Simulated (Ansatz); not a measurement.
`Sc1ccc(-c2ccc(-c3ccc(-c4ccc(-c5ccc(-c6ccc(S)o6)o5)o4)o3)o2)o1`, relaxed as a singlet with RKS PBE-D4/def2-SVP in Ansatz, starting from the GFN2-xTB geometry. Force threshold 0.03 eV/Å.

Single mean-field runs in def2-SVP are fitted with def2-universal-jkfit.

Start:

```csv
atom,x (Å),y (Å),z (Å)
S1,-3.9802,9.3705,1.6931
C2,-4.5205,7.8251,2.3032
C3,-5.5641,7.5032,3.1264
C4,-5.5102,6.1028,3.2751
C5,-4.4369,5.6664,2.5334
C6,-3.9280,4.3455,2.3344
C7,-4.3877,3.1462,2.8366
C8,-3.5324,2.1556,2.3348
C9,-2.5999,2.8062,1.5551
C10,-1.5029,2.2746,0.8097
C11,-0.5483,2.8784,0.0197
C12,0.2793,1.8494,-0.4557
C13,-0.2185,0.6771,0.0718
C14,0.2213,-0.6747,-0.0715
C15,-0.2766,-1.8469,0.4559
C16,0.5493,-2.8771,-0.0201
C17,1.5039,-2.2738,-0.8105
C18,2.6021,-2.8054,-1.5546
C19,3.5340,-2.1549,-2.3353
C20,4.3887,-3.1461,-2.8373
C21,3.9292,-4.3456,-2.3350
C22,4.4351,-5.6678,-2.5351
C23,5.5070,-6.1063,-3.2777
C24,5.5593,-7.5066,-3.1277
C25,4.5165,-7.8261,-2.3026
S26,3.9795,-9.3693,-1.6862
O27,3.8288,-6.7293,-1.9380
O28,2.8435,-4.1362,-1.5540
O29,1.3036,-0.9341,-0.8413
O30,-1.3019,0.9352,0.8406
O31,-2.8409,4.1370,1.5551
O32,-3.8316,6.7292,1.9380
H33,-2.9674,8.8465,1.0076
H34,-6.2678,8.1821,3.5605
H35,-6.1748,5.4948,3.8518
H36,-5.2313,3.0073,3.4797
H37,-3.5783,1.1011,2.5106
H38,-0.4666,3.9263,-0.1821
H39,1.1312,1.9376,-1.0983
H40,-1.1277,-1.9342,1.0991
H41,0.4692,-3.9252,0.1827
H42,3.5798,-1.1005,-2.5131
H43,5.2320,-3.0099,-3.4812
H44,6.1703,-5.4987,-3.8564
H45,6.2634,-8.1854,-3.5608
H46,2.9675,-8.8439,-1.0003
```

Q: Estimate the energy that the relaxation releases and the steps that it takes.

A: 0.42 eV, in 7 steps; 25 s on 2 threads of AMD EPYC 7R13 on a shared host and a share (18 GiB) of an NVIDIA H100 80GB HBM3. The force fell under the threshold at step 4, but the optimiser went on and released 0.007 eV more. No frequencies were taken in this run, so the end may be a saddle point.

Q: Does the start keep its bonding and symmetry?

A: By distances, no bond broke or formed. The bond that changes most is S1–H33, from 1.33 to 1.36 Å (atoms count from 1). Point group C2h at the start, C2h at the end, both within 0.05 Å.

Q: Predict the relaxed structure.

A: 
Cartesian coordinates in Å:
```
S -3.726 9.240 1.521
C -4.399 7.775 2.221
C -5.484 7.577 3.056
C -5.544 6.169 3.291
C -4.494 5.600 2.586
C -4.037 4.248 2.429
C -4.498 3.036 2.934
C -3.630 2.031 2.425
C -2.690 2.686 1.638
C -1.572 2.232 0.869
C -0.633 2.890 0.083
C 0.236 1.888 -0.428
C -0.222 0.676 0.075
C 0.224 -0.675 -0.075
C -0.234 -1.887 0.429
C 0.635 -2.889 -0.082
C 1.574 -2.231 -0.869
C 2.691 -2.686 -1.639
C 3.631 -2.032 -2.426
C 4.498 -3.037 -2.935
C 4.037 -4.249 -2.429
C 4.494 -5.600 -2.586
C 5.542 -6.171 -3.292
C 5.481 -7.578 -3.056
C 4.398 -7.775 -2.220
S 3.725 -9.240 -1.518
O 3.793 -6.590 -1.929
O 2.938 -4.034 -1.641
O 1.325 -0.883 -0.865
O -1.323 0.884 0.866
O -2.938 4.034 1.641
O -3.793 6.590 1.930
H -2.730 8.583 0.866
H -6.153 8.349 3.449
H -6.274 5.633 3.907
H -5.361 2.898 3.593
H -3.674 0.952 2.604
H -0.594 3.970 -0.092
H 1.099 2.020 -1.088
H -1.097 -2.018 1.089
H 0.595 -3.969 0.093
H 3.675 -0.953 -2.605
H 5.360 -2.900 -3.595
H 6.271 -5.636 -3.909
H 6.149 -8.350 -3.451
H 2.728 -8.582 -0.864
```
Bond lengths: 23 × C–C 1.38 to 1.44 Å; 12 × C–O 1.36 to 1.38 Å; 2 × C–S 1.76 Å; 12 × C–H 1.09 to 1.10 Å; 2 × H–S 1.36 Å.
